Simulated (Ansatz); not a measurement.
**Energy profile**

The step: GaHCl₂ ([Cl][GaH][Cl]) + H₂O → GaHCl₂O ([OH][Ga]([Cl])[Cl]) + H₂; bonds formed: H2–H5; dative contacts that become bonds: Ga1–O6; bonds broken: Ga1–H2, H5–O6 (atoms numbered as in the saddle structure below).

```
7
angstrom
Ga 0.1326 -0.6122 -0.2637
H 0.9742 0.9293 -0.6943
Cl -0.6499 -1.5835 -1.9777
Cl 1.2217 -1.6690 1.2316
H 0.1974 1.2117 -0.1378
O -0.9180 0.8236 0.4411
H -0.9581 0.9000 1.4007
```

Electronic energies by CCSD(T) at an estimated basis limit (MP2 extrapolated from triple and quadruple zeta, plus CCSD(T) − MP2 in triple zeta), on PBE0-D4/def2-TZVP structures; GaH$_{3}$Cl$_{2}$O, closed shell; no counterpoise correction. Computed with Ansatz 0.2.0 (basis: def2-TZVPP and def2-QZVPP); correlated methods freeze the cores. Filled d shells of the heavier atoms are correlated. The def2 sets are not built for correlating such inner shells, so the correlated values are less sure here. Extrapolation: Hartree–Fock as exp(−7.88 √X), correlation as X^−2.97.

(1) Give the profile in kcal/mol, counted from the separated reactants. (To be estimated.)

No T1 diagnostic of these runs exceeds 0.013.

Results:

(1) The calculation gives:
```csv
point,kcal/mol
"separated: GaHCl$_{2}$ (linked as [Cl][GaH][Cl]; Ga1, H2, Cl3, Cl4; singlet) + H$_{2}$O (H5, O6, H7; singlet)",0.00
start structure,-18.00
saddle,16.35
end structure,-8.49
"separated: GaHCl$_{2}$O (linked as [OH][Ga]([Cl])[Cl]; Ga1, Cl3, Cl4, O6, H7; singlet) + H$_{2}$ (H2, H5; singlet)",-7.00
```

The step is the kind of ligand exchange by which a precursor binds to a hydroxyl group, or is hydrolysed, in atomic layer deposition of oxides.

For scale, one of the runs: CCSD(T)/def2-TZVPP, 205 basis functions, launched by `ansatz run in.yaml --threads 4 --pin off --events-out ev --progress --plain --max-ram 9574MiB`. Hardware: 4 CPU threads of an Arm Neoverse V2, shared host. Wall time 62 s; peak host memory 2.6 GiB.
